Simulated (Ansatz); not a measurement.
The same path of HSSe (3 atoms, charge 1, multiplicity 1) was run twice with different band settings. Lost on the way: S1–H3. Made: Se2–H3.

Theory: RKS B3LYP-D4/def2-SVP (Ansatz).

Relaxed end points:

```xyz
3
Properties=species:S:1:pos:R:3
S -0.370 -0.589 -0.260
Se 1.348 -0.040 0.732
H -0.977 0.629 -0.472
```

```xyz
3
Properties=species:S:1:pos:R:3
S -0.137 -1.510 -0.224
Se 0.607 0.291 0.360
H -0.470 1.219 -0.137
```

Common settings: movable images 7; spring 5.0 eV/Å²; start path through a guess of the saddle point; force threshold 0.05 eV/Å; iteration limit 60; end points relaxed.

| run | climbing image | optimiser |
| --- | --- | --- |
| 1 | yes | quadratic models (default) |
| 2 | from the first iteration | lbfgs |

Problem. What does each run give, and how far can it be trusted?

Solution. Run 1: converged after 5 iterations, highest image 1.623 eV above the first end. A vibrational analysis at the climbing image gives one clearly imaginary mode, 1393i cm⁻¹: a first-order saddle point.
Run 2: converged after 7 iterations, highest image 1.623 eV above the first end. Another band between the same ends (7 images) ends at a top of the same energy, where a vibrational analysis finds 1 clearly imaginary mode.
The orbitals stay closed-shell, which can raise the energy where a bond breaks towards radicals; this wasn't checked here. Limits of this set-up: the dipole of an ion depends on the origin.
